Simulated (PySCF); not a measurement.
C₅H₃Cl, SMILES C#CC=C=CCl. Coordinates come from a PBE0-D3(BJ)/def2-SVP optimisation. This is a generated structure with no PubChem entry under its InChIKey; it may be hypothetical.

Calculation: PBE0-D3(BJ)/def2-SVP (PySCF 2.14.0).

Harmonic wavenumbers (cm⁻¹): 84, 155, 213, 338, 446, 500, 612, 686, 708, 770, 790, 882, 976, 1132, 1236, 1420, 2082, 2237, 3140, 3210, 3489. Rotational constants (GHz): 10.99, 1.075, 1.024; symmetry number 1.

**Question.** Work out the zero-point energy and the ideal-gas rigid-rotor harmonic-oscillator thermochemistry at 298.15 K and 1 atm.

**Answer.** ZPE = ½ Σ hcν = ½ × 25105 cm⁻¹ = 35.89 kcal/mol. H − E(el) = 40.45 kcal/mol. Entropy in cal/(mol K): translation 39.67, rotation 27.68, vibration 12.97, total 80.32. G − E(el) = 16.51 kcal/mol. Cp = 23.37 cal/(mol K). Modes under 150 cm⁻¹ make the vibrational entropy uncertain.
